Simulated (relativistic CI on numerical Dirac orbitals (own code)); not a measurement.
# Radial parameters of Ba XIX

Method of calculation: Dirac-Coulomb-Breit CI, separate exchange-only KLI orbitals for each configuration, model QED (radiative potential, 1s self-energy scaled to tabulated hydrogen-like ionisation energies), unscaled Slater integrals (own radial code, finite nucleus).

Slater integrals F^k, G^k are unscaled and averaged over j, outside the closed core [Ar] 3d10; ζ comes from projecting the Hamiltonian with its Breit term on Σ l·s of the shell.

- 4s²4p⁶4d²: F^2(4d,4d) = 147690, F^4(4d,4d) = 100210, ζ(4d) = 11213 cm⁻¹; <r>(4d) = 0.6869, <r^2>(4d) = 0.5386 (bohr units).
- 4s²4p⁵4d³: ζ(4p) = 98412, F^2(4d,4d) = 147720, F^4(4d,4d) = 100230, F^2(4p,4d) = 151660, G^1(4p,4d) = 191340, G^3(4p,4d) = 121460, ζ(4d) = 11173 cm⁻¹; <r>(4p) = 0.6578, <r^2>(4p) = 0.4886, <r>(4d) = 0.6866, <r^2>(4d) = 0.5383 (bohr units).
- 4s²4p⁶4d4f: ζ(4d) = 11232, F^2(4d,4f) = 144540, F^4(4d,4f) = 94942, G^1(4d,4f) = 162900, G^3(4d,4f) = 108120, G^5(4d,4f) = 78253, ζ(4f) = 1038.6 cm⁻¹; <r>(4d) = 0.6871, <r^2>(4d) = 0.539, <r>(4f) = 0.7012, <r^2>(4f) = 0.5627 (bohr units).

Q: Give the Racah parameters of the d shell in 4s²4p⁶4d².

A: B = F²/49 − 5F⁴/441 = 1878 cm⁻¹ and C = 35F⁴/441 = 7954 cm⁻¹.

Averages of the first 10 configurations, taken without configuration mixing, which lowers the lowest level and can move excited configurations by several eV; other configurations of the list can lie among them:

| Configuration | Parity | States | Average energy above the lowest level (eV) |
| --- | --- | --- | --- |
| 4s²4p⁶4d² | even | 45 | 8.6 |
| 4s²4p⁵4d³ | odd | 720 | 110.9 |
| 4s²4p⁶4d4f | odd | 140 | 120.9 |
| 4s4p⁶4d³ | even | 240 | 186.4 |
| 4s²4p⁵4d²4f | even | 3780 | 221.6 |
| 4s²4p⁶4d5s | even | 20 | 155.3 |
| 4s4p⁶4d²4f | odd | 1260 | 297.4 |
| 4s²4p⁶4d5p | odd | 60 | 183.3 |
| 4s²4p⁶4f5s | odd | 28 | 268.3 |
| 4s²4p⁶4d5d | even | 100 | 225.3 |
